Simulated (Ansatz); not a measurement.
`C=N[SiH2]O[SiH3]` + `N[SiH3]` → `[SiH3]N[SiH2]O[SiH3]` + `C=N`  (ligand exchange at the Si–N bond)

Program: Ansatz. Geometries: PBE0-D4/def2-TZVP. ΔE: electronic, gas phase. CCSD(T)/CBS adds triple-zeta CCSD(T) − MP2 to the extrapolated MP2 energy (def2 sets, frozen cores). This one scheme is used for every species. DFT in def2-TZVPP. B3LYP here is the variant with VWN-RPA as its local correlation; programs differ in this. One conformer a species, not always the lowest.

Task: Is it downhill or uphill in electronic energy at CCSD(T)/CBS, and by how much? (Best estimate.)

Result: Ansatz gave: Downhill: ΔE = -0.30 eV.

Task: What do these levels give: r2SCAN-D4, B2PLYP, r2SCAN, PBE0, B3LYP, HF/def2-TZVPP, SCS-MP2/def2-TZVPP, CCSD/def2-TZVPP, CCSD(T)/def2-TZVPP, HF/def2-QZVPP, HF/CBS(def2), CCSD/CBS(def2)? (Estimate.)

Result: The calculation gave: r2SCAN-D4 -0.25, B2PLYP -0.23, r2SCAN -0.24, PBE0 -0.23, B3LYP -0.20, HF/def2-TZVPP -0.22, SCS-MP2/def2-TZVPP -0.28, CCSD/def2-TZVPP -0.30, CCSD(T)/def2-TZVPP -0.31, HF/def2-QZVPP -0.22, HF/CBS(def2) -0.22, CCSD/CBS(def2) -0.29 eV.

Largest T1 diagnostic among the species: 0.013.

The D4 term adds −0.06 eV with B3LYP and −0.04 eV with PBE0; it sums over pairs of atoms, weighted by their polarisabilities, and B3LYP, whose exchange is more repulsive, gets the larger term. In def2-TZVPP, CCSD(T) changes the Hartree–Fock value by −0.09 eV (the triples alone add −0.01 eV) and MP2 by −0.06 eV.
